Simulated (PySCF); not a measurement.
C8H7FO2.
Numbering: `[O:1]=[C:2]([OH:3])[CH2:4][c:5]1[cH:6][cH:7][c:8]([F:9])[cH:10][cH:11]1` (hydrogens: H12 on O3; H13, H14 on C4; H15 on C6; H16 on C7; H17 on C10; H18 on C11)

The same species was optimised twice, with GFN2-xTB and with PBE0-D3(BJ)/def2-SVP (PySCF), and the same property calculations (PySCF, gas phase) were run on both structures.

```tsv
coordinate	GFN2-xTB	PBE0-D3(BJ)/def2-SVP	change
C8–F9 (Å)	1.350	1.332	-0.018
C6–C7 (Å)	1.383	1.392	+0.009
C5–C6 (Å)	1.389	1.398	+0.009
C5–C11 (Å)	1.389	1.398	+0.009
C10–C11 (Å)	1.383	1.392	+0.009
C7–C8 (Å)	1.382	1.389	+0.007
C8–C10 (Å)	1.382	1.389	+0.007
C2–C4 (Å)	1.515	1.512	-0.003
C4–C5 (Å)	1.501	1.499	-0.002
O1=C2 (Å)	1.198	1.200	+0.002
C2–O3 (Å)	1.341	1.341	0.000
C2–C4–C5 (°)	111.4	113.4	+2.0
C6–C5–C11 (°)	119.2	118.5	-0.7
C5–C6–C7 (°)	120.8	121.2	+0.4
C4–C5–C6 (°)	120.4	120.8	+0.4
C7–C8–C10 (°)	121.8	121.4	-0.4
C7–C8–F9 (°)	119.1	119.4	+0.3
C5–C11–C10 (°)	120.8	121.1	+0.3
C4–C5–C11 (°)	120.4	120.7	+0.3
O1–C2–C4–C5 (°)	0	-5	-5
C2–C4–C5–C6 (°)	-89	-90	-1
```

Rotational constants: A = 3320, B = 534.3, C = 519.7 MHz (GFN2-xTB) against A = 3309, B = 526.4, C = 511.2 MHz (PBE0-D3(BJ)/def2-SVP). Atoms that the bonding makes alike are paired by their places after alignment.

On the GFN2-xTB structure: HOMO (eV) -7.15 [PBE0/pcSseg-1]; LUMO (eV) -0.57 [PBE0/pcSseg-1]; dipole (D) 2.85 [PBE0/pcSseg-1]; GIAO shielding of O1 (ppm) -115.8 [PBE0/pcSseg-1]; GIAO shielding of C2 (ppm) 9.8 [PBE0/pcSseg-1]; GIAO shielding of O3 (ppm) 127.8 [PBE0/pcSseg-1]; GIAO shielding of C4 (ppm) 144.8 [PBE0/pcSseg-1]; GIAO shielding of C5 (ppm) 51.5 [PBE0/pcSseg-1]; GIAO shielding of C6/C11 (mean) (ppm) 49.3 [PBE0/pcSseg-1]; GIAO shielding of C7/C10 (mean) (ppm) 65.5 [PBE0/pcSseg-1]; GIAO shielding of C8 (ppm) 14.6 [PBE0/pcSseg-1].

**Question.** What do these properties become on the PBE0-D3(BJ)/def2-SVP structure?

**Answer.** 
```
                                    property          level  on GFN2-xTB  on PBE0-D3(BJ)/def2-SVP  change
                                   HOMO (eV)  PBE0/pcSseg-1        -7.15                    -7.13   +0.02
                                   LUMO (eV)  PBE0/pcSseg-1        -0.57                    -0.61   -0.04
                                  dipole (D)  PBE0/pcSseg-1         2.85                     2.63   -0.22
energy, GFN2-xTB geometry as zero (kcal/mol)  PBE0/pcSseg-1          0.0                     -0.5    -0.5
                  GIAO shielding of O1 (ppm)  PBE0/pcSseg-1       -115.8                   -113.4    +2.4
                  GIAO shielding of C2 (ppm)  PBE0/pcSseg-1          9.8                      9.0    -0.8
                  GIAO shielding of O3 (ppm)  PBE0/pcSseg-1        127.8                    124.0    -3.8
                  GIAO shielding of C4 (ppm)  PBE0/pcSseg-1        144.8                    145.0    +0.2
                  GIAO shielding of C5 (ppm)  PBE0/pcSseg-1         51.5                     50.7    -0.8
       GIAO shielding of C6/C11 (mean) (ppm)  PBE0/pcSseg-1         49.3                     46.7    -2.6
       GIAO shielding of C7/C10 (mean) (ppm)  PBE0/pcSseg-1         65.5                     63.8    -1.7
                  GIAO shielding of C8 (ppm)  PBE0/pcSseg-1         14.6                     14.6     0.0
```

The heavy atoms differ by 0.049 Å rms after alignment (one structure mirrored). Among bonds between heavy atoms C8–F9 changes most (-0.018 Å). Changes are differences of the printed values. Neither structure is proved a minimum here.

The values belong to the conformer `[O:1]=[C:2]([OH:3])[CH2:4][c:5]1[cH:6][cH:7][c:8]([F:9])[cH:10][cH:11]1`: O1–C2–C4–C5 -5°, C2–C4–C5–C6 -90°, H–O3–C2–O1 0°.
